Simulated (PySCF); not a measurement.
**How methods differ on the excitation energy of Hg²⁺**

Hg²⁺ [Xe] 4f14 5d10 (1S) → Hg²⁺ [Xe] 4f14 5d9 6p1 (high-spin determinant), as a difference of total energies. Computed with PySCF 2.14 in aug-cc-pVDZ-PP with ECP60MDF, with scalar relativity through the core potential. Correlated levels: valence: 5s2 5p6 frozen. The calculations carry no spin-orbit coupling.

| method | excitation energy (eV) |
| --- | --- |
| UHF | 14.084 |
| LDA | 14.358 |
| PBE | 14.213 |
| PBE0 | 14.400 |
| r2SCAN | 14.301 |
| CAM-B3LYP | 14.319 |
| r2SCAN0 | 14.431 |
| wB97M-V | 14.571 |
| TPSSh | 14.274 |
| MP2 (valence) | 14.919 |
| SCS-MP2 (valence) | 14.941 |

Problem. How much does correlation contribute at MP2 (valence)?

Solution. 14.919 − (14.084) = 0.835 eV, measured against UHF.

The determinant of the upper state mixes LS terms, which raises its energy above the lowest term, most at the Hartree-Fock and MP2 levels.
